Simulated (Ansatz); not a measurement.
The cluster B6, relaxed as a singlet with RKS PBE0-D4/def2-SVP in Ansatz, starting from the GFN1-xTB geometry. Force threshold 0.02 eV/Å.

The structure comes from a short search, and lower isomers may exist.

Start:

Cartesian coordinates in Å:
```
B 2.259 0.481 0.116
B -0.355 -1.739 -1.178
B -0.547 -0.254 -0.765
B 0.654 0.563 0.133
B -0.462 0.837 1.233
B -1.549 0.113 0.461
```

(1) Estimate the energy that the relaxation releases and the steps that it takes.

(2) Does the start keep its bonding?

(3) Predict the relaxed structure.

## Answers

(1) 111.0 kcal/mol, in 34 steps; 31 s on 4 threads of Arm Neoverse V1 on a shared host. No frequencies were taken in this run, so the end may be a saddle point.

(2) Bonds formed: B1–B2, B1–B3, B4–B6 (atoms count from 1). The end is the same structure that another start reached, the lowest one found.

(3) 
```xyz
6

B     1.188   -0.167   -0.712
B     0.582   -1.508   -1.212
B    -0.532   -0.650   -0.477
B     0.541    0.587    0.543
B    -0.534    1.200    1.535
B    -1.246    0.538    0.323
```
Bond lengths: 9 × B–B 1.55 to 1.93 Å.
